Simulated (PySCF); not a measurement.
Sn(Br)4, Br4Sn, SMILES [Br][Sn]([Br])([Br])[Br] (PBE0/def2-SVP optimised geometry):

```
5

Br    -1.644    -2.326    -2.014
Sn    -0.822    -1.163     0.000
Br     1.645    -1.163     0.000
Br    -1.646    -2.326     2.014
Br    -1.645     1.163     0.000
```

Level of theory: PBE0/def2-TZVP, def2 effective core potentials past Kr in PySCF 2.14.0.

Question: What are the frontier orbital energies and the dipole moment?

Answer: HOMO-2 -8.93 eV, HOMO-1 -8.93 eV, HOMO -8.93 eV, LUMO -3.65 eV, LUMO+1 -0.62 eV; dipole moment 0.00 D.
